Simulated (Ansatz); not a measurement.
Geometry optimisation, Ansatz 0.2.0, RKS B3LYP-D4/def2-SVP.

Input file:

```yaml
crystal:
  periodic: [false, false, false]
  atoms:
    - { symbol: B, position_ang: [-0.027077, -0.229566, -0.145836] }
    - { symbol: Cl, position_ang: [-0.030132, -0.936716, 1.563884] }
    - { symbol: "N", position_ang: [1.232682, -0.048061, -0.74136] }
    - { symbol: H, position_ang: [2.090054, -0.158056, -0.218221] }
    - { symbol: H, position_ang: [1.355182, 0.394712, -1.643284] }
    - { symbol: "N", position_ang: [-1.275489, -0.119111, -0.781485] }
    - { symbol: H, position_ang: [-2.141529, -0.235073, -0.274204] }
    - { symbol: H, position_ang: [-1.387525, 0.314727, -1.689275] }
    - { symbol: F, position_ang: [-0.118293, 2.101244, 0.849509] }
    - { symbol: H, position_ang: [-0.057872, 1.6238, 1.640971] }
basis:
  gaussian: { orbitals: def2-SVP }
hamiltonian:
  xc: b3lyp
  dispersion: d4
relax:
  f_tol: 0.03
  max_steps: 50
output:
  orbitals: {}
```

Launched with:

```bash
$ ansatz run input.yaml --threads 2 --pin off --max-ram 3072MiB --backend cpu --events-out ev --progress --plain --runs-dir out
```

Problem. Where does it end, and by what steps?

Solution. It converged. After 8 steps the energy has fallen by 0.180 eV; F9 moved furthest, 0.55 Å.

```csv
step,energy less start (eV),largest force component (eV/Å),accepted
0,0.0000,0.586,yes
1,-0.0675,1.572,yes
2,-0.0853,2.312,yes
3,-0.1556,0.796,yes
4,-0.0793,1.420,no
5,-0.1756,0.160,yes
6,-0.1754,0.263,no
7,-0.1789,0.087,yes
8,-0.1796,0.010,yes
```

```xyz
10
Properties=species:S:1:pos:R:3
B -0.024 -0.248 -0.204
Cl -0.038 -0.682 1.574
N 1.234 -0.086 -0.803
H 2.093 -0.138 -0.273
H 1.354 0.223 -1.759
N -1.271 -0.148 -0.838
H -2.141 -0.242 -0.333
H -1.380 0.153 -1.798
F -0.100 2.373 1.326
H -0.086 1.503 1.669
```

Run time: 24 s on 2 threads of Arm Neoverse V1 (shared host), peak memory 0.19 GiB.
